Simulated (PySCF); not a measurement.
## TDDFT excited states: C2H8FPSi2

C₂H₈FPSi₂.
SMILES: `F[C@@H]1C[SiH2]P[SiH2]1`

Computed with TDDFT PBE0/def2-SVPD, vertical, gas phase, core orbitals frozen in the response in PySCF. Isolated species at its GFN2-xTB geometry (one conformer only).

Q: List the vertical singlet excitations with oscillator strengths and describe the spectrum.

A: 

| state | E (eV) | λ (nm) | ν̃ (cm⁻¹) | f | \|μ\| (D) | main configurations (H = HOMO, L = LUMO) |
| --- | --- | --- | --- | --- | --- | --- |
| S1 | 5.37 | 231.1 | 43280 | 0.0077 | 0.62 | H→L (98%) |
| S2 | 6.25 | 198.3 | 50430 | 0.020 | 0.91 | H→L+1 (88%), H→L+2 (9%) |
| S3 | 6.41 | 193.5 | 51690 | 0.019 | 0.89 | H→L+2 (65%), H→L+3 (13%), H-2→L (9%) |
| S4 | 6.56 | 188.9 | 52950 | 0.016 | 0.80 | H-1→L (78%), H→L+2 (10%) |
| S5 | 6.60 | 188.0 | 53200 | 0.024 | 0.98 | H→L+3 (58%), H-2→L (14%), H→L+2 (12%) |
| S6 | 6.96 | 178.3 | 56100 | 0.099 | 1.94 | H-2→L (60%), H→L+3 (13%) |
| S7 | 7.21 | 172.0 | 58160 | 0.016 | 0.78 | H→L+4 (85%) |
| S8 | 7.25 | 171.0 | 58480 | 0.0009 | 0.18 | H-1→L+1 (60%), H-1→L+2 (20%) |

Triplets, Tamm–Dancoff:

```
state  E (eV)  λ (nm)  main configurations (H = HOMO, L = LUMO)
   T1    4.89   253.5                                 H→L (90%)
   T2    5.64   219.7     H→L+3 (42%), H→L+1 (30%), H→L+2 (10%)
   T3    5.84   212.4                  H→L+1 (57%), H→L+3 (33%)
```

The lowest singlet comes at 231 nm (518 kJ/mol) in the ultraviolet; it is weak; its leading configuration is HOMO→LUMO (98%). The strongest level in the table is S6 at 6.96 eV (178 nm, f = 0.099). Löwdin shares by element: HOMO phosphorus 60%, silicon 18%, carbon 6% or more (atoms not listed hold the other 16%); LUMO silicon 40%, phosphorus 26%, hydrogen 6% or more (atoms not listed hold the other 28%). Of the 8 states listed, 6 reach f = 0.01 and none stays under 0.0005. Orbital energies (eV): HOMO-3 -9.22, HOMO-2 -8.67, HOMO-1 -8.27, HOMO -7.27, LUMO -0.57, LUMO+1 0.21, LUMO+2 0.32. The listed states span 1.88 eV, and the widest gap between neighbours is 0.89 eV (S1 to S2). Only the lowest 8 singlets were computed, as vertical energies without vibronic structure.

Time: 41 s. Hardware: one thread of an Arm Neoverse V1, no GPU, on a shared host.
